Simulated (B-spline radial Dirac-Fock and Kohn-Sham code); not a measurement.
Form factor and incoherent scattering function of Pm¹⁴⁺

System: promethium as Pm¹⁴⁺, [Kr] 4d10 5s1.

The run's input, task.json:

```json
{"items": [{
  "Z": 61,
  "q": 14,
  "cfg": [[1, 0, 2], [2, 0, 2], [2, 1, 6], [3, 0, 2], [3, 1, 6], [3, 2, 10], [4, 0, 2], [4, 1, 6], [4, 2, 10], [5, 0, 1]],
  "A": 145,
  "rrms": 4.962,
  "do": ["scatter"],
  "s": [0.0, 0.05, 0.1, 0.15, 0.2, 0.25, 0.3, 0.35, 0.4, 0.45, 0.5, 0.6, 0.7, 0.8, 0.9, 1.0, 1.1, 1.2, 1.4, 1.6, 1.8, 2.0, 2.5, 3.0, 3.5, 4.0, 5.0, 6.0],
  "pz": [0, 0.1, 0.2, 0.3, 0.4, 0.5, 0.6, 0.8, 1.0, 1.2, 1.4, 1.6, 1.8, 2.0, 2.5, 3.0, 4.0, 5.0, 7.0, 10.0, 15.0, 20.0, 30.0, 40.0, 60.0, 100.0],
  "hv_scatter": [1000, 2000, 10000, 20000, 30000, 50000, 100000, 200000]
}]}
```

Command: `python xray_run.py task.json out`

The computed values come from a radial finite-basis atomic code: Dirac-Fock densities. f₀ is the Fourier transform of the spherical electron density, S the Waller-Hartree incoherent function, and s = sin θ/λ. The electron scattering factor follows from the Mott-Bethe formula f_e = 0.023934 Å⁻¹·(Z − f₀)/s².

```tsv
s (Å⁻¹)	f₀	S	f_e (Å)
0	47.000	0.000	–
0.05	46.799	0.199	135.950
0.1	46.208	0.769	35.402
0.15	45.257	1.642	16.746
0.2	43.992	2.725	10.177
0.25	42.471	3.930	7.095
0.3	40.758	5.191	5.383
0.35	38.917	6.464	4.315
0.4	37.008	7.728	3.589
0.45	35.084	8.973	3.063
0.5	33.190	10.193	2.662
0.6	29.620	12.537	2.086
0.7	26.478	14.737	1.686
0.8	23.828	16.798	1.390
0.9	21.658	18.741	1.162
1	19.909	20.572	0.983
1.1	18.497	22.277	0.841
1.2	17.335	23.837	0.726
1.4	15.455	26.495	0.556
1.6	13.832	28.614	0.441
1.8	12.294	30.350	0.360
2	10.837	31.831	0.300
2.5	7.881	34.821	0.203
3	6.116	37.101	0.146
3.5	5.173	38.879	0.109
4	4.584	40.291	0.084
5	3.627	42.340	0.055
6	2.775	43.656	0.039
```

f₀ starts at the number of electrons, 47, and has fallen to half at s ≈ 0.82 Å⁻¹. The sum of ⟨r²⟩ over the electrons is 10.93 bohr². For an ion f_e diverges as s goes to zero, because of the net charge.
